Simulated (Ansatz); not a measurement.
Cartesian coordinates (Å):
```xyz
9

Zr    -0.1973     0.0386    -0.1218
O      1.6457     0.0471     0.2769
C      3.0201     0.0595     0.5718
H      3.6090     0.2469    -0.3516
H      3.3294    -0.9180     1.0001
H      3.2473     0.8597     1.3085
H     -0.6039     1.7804    -0.6799
H     -0.4176    -1.2337    -1.4796
H     -1.0595    -0.4374     1.4721
```
Charge 0, multiplicity 1.

The numbers are results of frozen-core CCSD(T)/def2-TZVPP // BP86-D3(BJ)/def2-SVP run with Ansatz (a program for electronic structure), not measurements.

```json
{
  "HF energy": "-162.80965 Ha",
  "MP2 correlation energy": "-0.76944 Ha"
}
```

Task: Estimate the CCSD correlation energy, the (T) correction, the total energy and the T1 diagnostic.

Result: 
| Property | Value |
|---|---|
| CCSD correlation energy | -0.80267 Ha |
| (T) correction | -0.03115 Ha |
| CCSD(T) total energy | -163.64347 Ha |
| T1 diagnostic | 0.019 |
